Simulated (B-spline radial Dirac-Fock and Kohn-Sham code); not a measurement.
## Two-hole binding energies of P⁺

System: the P⁺ ion, [Ne] 3s2 3p2.

The run's input, task.json:

```json
{"items": [{
  "Z": 15,
  "q": 1,
  "cfg": [[1, 0, 2], [2, 0, 2], [2, 1, 6], [3, 0, 2], [3, 1, 2]],
  "A": 31,
  "rrms": 3.1889,
  "do": ["binding", "quiet", "double"]
}]}
```

Run with: `python xray_run.py task.json out`

The computed values come from a radial atomic solver: multi-electron Dirac-Fock with separately optimised hole states, Breit and Lamb-shift corrections added in first order. U is the two-hole binding energy less the two single-hole energies, the effective repulsion of the holes after relaxation. Each two-hole energy is an average over J within one jj subconfiguration.

| holes | E(a) (eV) | E(b) (eV) | E(ab) (eV) | U (eV) |
| --- | --- | --- | --- | --- |
| 1s⁻² | 2165.3 | 2165.3 | 4531.7 | 201.0 |
| 1s⁻¹ 2p1/2⁻¹ | 2165.3 | 151.2 | 2366.8 | 50.3 |
| 1s⁻¹ 2p3/2⁻¹ | 2165.3 | 150.3 | 2365.7 | 50.0 |
| 2s⁻² | 210.1 | 210.1 | 457.0 | 36.9 |
| 2s⁻¹ 2p1/2⁻¹ | 210.1 | 151.2 | 394.0 | 32.8 |
| 2s⁻¹ 2p3/2⁻¹ | 210.1 | 150.3 | 393.2 | 32.7 |
| 2p1/2⁻² | 151.2 | 151.2 | 342.5 | 40.1 |
| 2p1/2⁻¹ 2p3/2⁻¹ | 151.2 | 150.3 | ? | ? |
| 2p3/2⁻² | 150.3 | 150.3 | 338.6 | 37.9 |
| 2p1/2⁻¹ 3s⁻¹ | 151.2 | 27.63 | 194.2 | 15.4 |
| 2p3/2⁻¹ 3s⁻¹ | 150.3 | 27.63 | 193.4 | 15.4 |

Problem. Give the missing two-hole energy and U.

Solution. E(ab) = 338.7 eV and U = 37.2 eV.
